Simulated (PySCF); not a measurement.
A run for PySCF: R-B3LYP/6-31G* on C2H6S (SMILES CCS), a point of a torsion scan.

```python
from pyscf import gto, scf, dft, mp
from pyscf.data.elements import chemcore

mol = gto.M(
    atom='''
    C    -0.82460302    0.46830385    0.11535409
    C     0.11849286   -0.70234003   -0.08320819
    S     1.79862919   -0.30998674    0.56429415
    H    -1.80465580    0.22827864   -0.29242753
    H    -0.44222092    1.35163661   -0.39062016
    H    -0.93132746    0.69712938    1.17345004
    H    -0.23287555   -1.59175372    0.43320876
    H     0.24219519   -0.92560079   -1.14308986
    H     1.86264283   -1.28415383    1.46614853
    ''',
    basis='6-31g*',
    cart=True,
    charge=0, spin=0, verbose=3, max_memory=1800)
mf = dft.RKS(mol, xc='b3lyp')
mf.conv_tol = 1e-8
mf.max_cycle = 100
mf.kernel()
if not mf.converged:
    mf = mf.newton().run(mf.mo_coeff, mf.mo_occ)
```

The log:

```
converged SCF energy = -478.010480870187
```

The calculation finished and met its thresholds.

Cost: around 1.3 core-seconds (rough).
